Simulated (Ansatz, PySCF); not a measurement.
H₇NSi₂, SMILES [SiH3]N[SiH3]. Atoms are numbered in the order given.

```xyz
10

Si     0.0019    -0.1350     1.5809
N     -0.0177     0.6240     0.0000
Si     0.0019    -0.1350    -1.5809
H     -0.9224     0.5963     2.5195
H     -0.4625    -1.5520     1.3989
H      1.3651    -0.1591     2.2298
H      0.1116     1.6416     0.0000
H      1.3651    -0.1591    -2.2298
H     -0.9224     0.5963    -2.5195
H     -0.4625    -1.5520    -1.3989
```

Geometry optimised at PBE-D3(BJ)/def2-SVP.

Vertical ionisation energy (IE) and electron affinity (EA) in eV. Rows of orbital energies are one-electron estimates. Where ΔSCF, EOM or ADC give a negative EA the extra electron is unbound and the value depends on the basis.

```
level                                                                  IE     EA
-------------------------------------------------------------------  ----  -----
−ε(HOMO), −ε(LUMO), r2SCAN/def2-TZVPD (PySCF)                        6.48   0.66
−ε(HOMO), −ε(LUMO), PBE/def2-TZVPD (PySCF)                           6.20   1.13
ΔSCF, PBE0/def2-SVPD (Ansatz), final states of multiplicity 2 and 2  9.43  -1.20
ΔSCF, PBE/def2-SVPD (Ansatz), final states of multiplicity 2 and 2      …      …
```

Question: Fill in the missing entries. (Estimate from the structure and the level; the computed values follow.)

Answer: 
- ΔSCF, PBE/def2-SVPD (Ansatz, a program for electronic structure), final states of multiplicity 2 and 2, IE: 9.17
- ΔSCF, PBE/def2-SVPD (Ansatz), final states of multiplicity 2 and 2, EA: -1.02

Question: What vertical singlet–triplet gap does ΔSCF give with PBE0/def2-SVPD (Ansatz) and with PBE/def2-SVPD (Ansatz)? (An estimate is asked for; the answer gives what the named calculation found.)

Answer: 5.53 and 5.15 eV (triplet above singlet where positive).
